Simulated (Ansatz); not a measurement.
`C[N]=[W](=[O])([N](C)C)[N](C)C`, one more setting.

```yaml
crystal:
  periodic: [false, false, false]
  atoms:
    - {symbol: C, position_ang: [1.068915, -3.208166, -0.267724]}
    - {symbol: N, position_ang: [0.620221, -1.868829, -0.122312]}
    - {symbol: W, position_ang: [0.139885, -0.287295, -0.733134]}
    - {symbol: O, position_ang: [0.191462, -0.115199, -2.448814]}
    - {symbol: N, position_ang: [-1.694678, 0.007315, -0.122405]}
    - {symbol: C, position_ang: [-2.502531, 1.038012, -0.736761]}
    - {symbol: C, position_ang: [-2.389837, -0.694352, 0.929105]}
    - {symbol: N, position_ang: [1.364225, 1.009666, 0.069605]}
    - {symbol: C, position_ang: [2.211588, 0.815300, 1.220911]}
    - {symbol: C, position_ang: [1.475506, 2.339220, -0.489228]}
    - {symbol: H, position_ang: [1.222252, -3.487177, -1.316145]}
    - {symbol: H, position_ang: [0.341684, -3.902969, 0.167780]}
    - {symbol: H, position_ang: [2.015173, -3.352944, 0.266085]}
    - {symbol: H, position_ang: [-1.971904, 1.513007, -1.564539]}
    - {symbol: H, position_ang: [-3.432598, 0.615095, -1.139763]}
    - {symbol: H, position_ang: [-2.773766, 1.817576, -0.011862]}
    - {symbol: H, position_ang: [-1.764099, -1.487370, 1.335830]}
    - {symbol: H, position_ang: [-3.319408, -1.141840, 0.550423]}
    - {symbol: H, position_ang: [-2.661399, -0.013619, 1.747865]}
    - {symbol: H, position_ang: [3.262547, 1.014950, 0.969223]}
    - {symbol: H, position_ang: [1.933240, 1.495778, 2.037596]}
    - {symbol: H, position_ang: [2.130771, -0.207926, 1.584704]}
    - {symbol: H, position_ang: [0.867805, 2.439331, -1.390899]}
    - {symbol: H, position_ang: [1.149501, 3.102996, 0.229893]}
    - {symbol: H, position_ang: [2.515464, 2.559431, -0.765420]}
basis:
  gaussian: {orbitals: x2c-TZVPPall}
total_charge: 1
magnetization: {spin_polarized: true, initial_magnetization: 1}
hamiltonian: {xc: {name: B2GP-PLYP}}
output: {forces: true}
```

```sh
$ ansatz run in.yaml --threads 4 --pin off --events-out ev --progress --plain --max-ram 66560MiB --backend cuda --devices 0, --max-vram 37GiB
```

Shortened log:

```
Functional definition: B2GP-PLYP
3710 factors; integrals over basis functions are off by at most 1.2e-3 eV
mean field evaluation 1: about -451190.1004 eV, gradient 7.4e1 eV
mean field evaluation 2: about -451190.3085 eV, gradient 7.3e1 eV
mean field evaluation 4: about -451208.7210 eV, gradient 2.5e1 eV
mean field evaluation 8: about -451211.0000 eV, gradient 1.5e0 eV
mean field evaluation 16: about -451211.0572 eV, gradient 6.1e-2 eV
mean field evaluation 32: about -451211.0577 eV, gradient 8.9e-4 eV
mean field -451211.05771174 eV, -16581.7005290667 hartree, gradient 1.0e-5 eV, S^2 0.929109; 4 other end points of the search recorded, 0 dependent functions left out
32 core orbitals not correlated: weight in the atoms' cores, before any rotation towards them, 1.000 or more for the frozen orbitals, at most 0.000 for the correlated occupied ones
reference -451211.05789671 eV, -16581.7005358644 hartree; 42, 41 occupied and 512, 513 virtual orbitals, 3710 factors
second order -76.59922130 eV of doubles, -0.00000000 eV of singles
Total energy: -451238.63361638 eV, -16582.7139248707 hartree
Relativity: scalar
Atom 0 at     1.068915    -3.208166    -0.267724 Å, force     0.291376    -0.872993    -0.081364 eV/Å
Atom 1 at     0.620221    -1.868829    -0.122312 Å, force    -0.200006     0.657400    -0.269036 eV/Å
Atom 2 at     0.139885    -0.287295    -0.733134 Å, force     0.379030    -0.991094    -0.916233 eV/Å
Atom 3 at     0.191462    -0.115199    -2.448814 Å, force     0.027119    -0.119376     0.195297 eV/Å
Atom 4 at    -1.694678     0.007315    -0.122405 Å, force    -0.544605     0.487542     0.698400 eV/Å
Atom 5 at    -2.502531     1.038012    -0.736761 Å, force    -0.289969     0.449267    -0.676455 eV/Å
Atom 6 at    -2.389837    -0.694352     0.929105 Å, force    -0.145610    -0.622984     0.519749 eV/Å
Atom 7 at     1.364225     1.009666     0.069605 Å, force     0.072489     0.694181     0.738400 eV/Å
Atom 8 at     2.211588     0.815300     1.220911 Å, force     0.423804    -0.436802     0.557287 eV/Å
Atom 9 at     1.475506     2.339220    -0.489228 Å, force     0.045014     0.557156    -0.656459 eV/Å
Atom 10 at     1.222252    -3.487177    -1.316145 Å, force    -0.064655     0.160974     0.204681 eV/Å
Atom 11 at     0.341684    -3.902969     0.167780 Å, force     0.106360     0.220254    -0.055519 eV/Å
Atom 12 at     2.015173    -3.352944     0.266085 Å, force    -0.209605     0.116421    -0.074220 eV/Å
Atom 13 at    -1.971904     1.513007    -1.564539 Å, force    -0.057868    -0.099298     0.158674 eV/Å
Atom 14 at    -3.432598     0.615095    -1.139763 Å, force     0.203449     0.014722     0.179332 eV/Å
Atom 15 at    -2.773766     1.817576    -0.011862 Å, force     0.093206    -0.299609    -0.015893 eV/Å
Atom 16 at    -1.764099    -1.487370     1.335830 Å, force    -0.094758     0.163268    -0.082555 eV/Å
Atom 17 at    -3.319408    -1.141840     0.550423 Å, force     0.200221     0.199231    -0.012614 eV/Å
Atom 18 at    -2.661399    -0.013619     1.747865 Å, force     0.062690    -0.013488    -0.296810 eV/Å
Atom 19 at     3.262547     1.014950     0.969223 Å, force    -0.275832     0.043554    -0.043492 eV/Å
Atom 20 at     1.933240     1.495778     2.037596 Å, force    -0.008213    -0.036864    -0.301557 eV/Å
Atom 21 at     2.130771    -0.207926     1.584704 Å, force    -0.011079     0.190578    -0.077905 eV/Å
Atom 22 at     0.867805     2.439331    -1.390899 Å, force     0.086165    -0.051494     0.168212 eV/Å
Atom 23 at     1.149501     3.102996     0.229893 Å, force     0.103528    -0.296288    -0.013962 eV/Å
Atom 24 at     2.515464     2.559431    -0.765420 Å, force    -0.192251    -0.114260     0.154042 eV/Å
Dipole moment:    -0.213847     0.477219     0.937646 e Å
```

Hardware: 4 threads of an AMD EPYC 7R13 on a shared host and a share of an NVIDIA H100 80 GB. Wall time 45 s, peak host memory 7.8 GiB.
